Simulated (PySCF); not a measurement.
**A search over the determinants of TeH**

Unrestricted PBE0; basis Te def2-TZVP with ECP28, H def2-TZVP; scalar-relativistic core potentials; PySCF 2.14. Outer shells of the fragments: Te 4d10 5s2 5p4; H 1s1.

Followed along the bond (rough minima from three points):

```csv
2Ms+1,unpaired,⟨S²⟩ at the start,R at minimum (Å),Te (eV)
2,π ↑,0.75,1.66,0.00
4,"σ ↑, π ↑↑",3.75,none in the scan,≤ 3.57
```

Solutions found at the starting distance of 1.640 Å, counted from the lowest of them; the search is not exhaustive and high or unbound solutions are not listed, so other states can lie among these:

```csv
2Ms+1,unpaired,term,E (eV),⟨S²⟩,⟨Lz²⟩,μ (D)
2,π ↑,²Π,0.00,0.75,1.01,0.18
2,σ ↑,²Σ⁺,3.70,0.76,0.00,0.98
4,"σ ↑, π ↑↑",⁴Σ⁻,4.10,3.75,0.00,-0.23
2,"σ ↓, π ↑↑",mixed,4.56,1.76,0.00,-0.12
2,"σ ↑, π ↑↓",mixed,4.67,1.76,2.03,-0.16
4,"σ ↑↑, π ↑",⁴Π,6.64,3.75,1.01,0.49
```

A term symbol is given only where ⟨S²⟩ and ⟨Lz²⟩ are close to those of a pure state; real π, δ and φ orbitals otherwise mix terms. A positive dipole means Te(−)H(+).

Spin–orbit coupling is left out. Counting both spins, an empty level lies below a filled one in some of these solutions, because spin and occupation are held.
